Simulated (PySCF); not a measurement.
C₅H₃Br, SMILES C(C=C=CBr)#C. Atoms are numbered in the order given.

```xyz
9

C      3.8627    -0.8684     0.9939
C      2.9774    -0.0706     0.7492
C      1.9705     0.8912     0.4505
C      0.6710     0.6811     0.5968
C     -0.6104     0.4832     0.7263
Br    -1.6854    -0.2194    -0.6865
H      4.6359    -1.5805     1.2118
H      2.3075     1.8699     0.0796
H     -1.1804     0.6921     1.6347
```

Coordinates come from a TPSSh-D3(BJ)/def2-SVP optimisation. The structure was generated by enumeration, and PubChem lists no compound with its InChIKey, so it may never have been made.

Two levels are set side by side: PBE/pcSseg-1 (PySCF) and B3LYP/pcSseg-1 (PySCF). GIAO shifts against TMS (¹H), TMS (¹³C) at the same level; non-relativistic, no solvent, atoms listed together averaged. Without spin–orbit terms, shifts of atoms bonded to Cl or Br come out too high at both levels. Differences are taken from unrounded values.

```csv
quantity,B3LYP,PBE,PBE minus B3LYP
δ(¹³C) of C1 (ppm),95.9,96.9,1.0
δ(¹³C) of C2 (ppm),78.8,81.4,2.7
δ(¹³C) of C3 (ppm),91.3,90.8,-0.4
δ(¹³C) of C4 (ppm),236.2,230.7,-5.5
δ(¹³C) of C5 (ppm),100.4,99.5,-1.0
δ(¹H) of H7 (ppm),3.58,3.63,0.05
δ(¹H) of H8 (ppm),6.15,6.26,0.11
δ(¹H) of H9 (ppm),6.59,6.64,0.05
```

Rough cost on one machine, each run with all the roots and properties that it gave: B3LYP against PBE within a factor of 2.
